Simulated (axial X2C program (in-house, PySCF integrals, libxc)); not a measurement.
Spin–orbit splitting of π states down a group (EOM-IP-CCSD)

Computed with an axial X2C code built on PySCF integrals: two-component X2C with atomic mean-field Coulomb and Gaunt terms, Dyall basis sets with cores contracted in-house.

The first pair of π-type roots with Ω = 1/2 and 3/2, reached by removing an electron from a closed-shell reference; vertical energies, inner shells frozen. Splitting means E(3/2) − E(1/2).

Basis sets: Al dyall-v3z, Br dyall-cv3z, Cl dyall-av3z, F dyall-av3z. Correlated electrons in EOM-CCSD (inner shells frozen, about 90 virtual spinors): AlF 10, AlCl 10, AlBr 10.

```csv
species,reference,R (Å),main character,"spinor gap ε(3/2) − ε(1/2), HF (cm⁻¹)"
AlF⁺,AlF,1.678,91% F pπ,360
AlCl⁺,AlCl,2.159,90% Cl pπ,710
AlBr⁺,AlBr,2.320,89% Br pπ,2850
```

Task: Should these pairs be regular or inverted?

Result: Inverted: a hole in a filled π shell puts Ω = 3/2 lowest, with the sign opposite to the spinor gap.

EOM-IP-CCSD gives:

```tsv
species	IE Ω = 1/2 (eV)	IE Ω = 3/2 (eV)	splitting (cm⁻¹)	lowest root?
AlF⁺	14.657	14.624	-266	no
AlCl⁺	11.859	11.786	-584	no
AlBr⁺	11.024	10.727	-2396	no
```

A small p share on a heavy partner can supply much of the splitting, and mixing of Ω = 1/2 with σ states shifts it further.

Task: With what power of Z of the atom that holds the π orbital does the splitting grow here (least-squares line in log–log)?

Result: About Z^1.6 on average, though single steps scatter about that; valence splittings grow roughly as Z², far more slowly than the Z⁴ of hydrogen-like ions, because inner shells screen the nucleus.

States that need a further excitation are missing; levels can be off by some tenths of an eV, splittings by less.
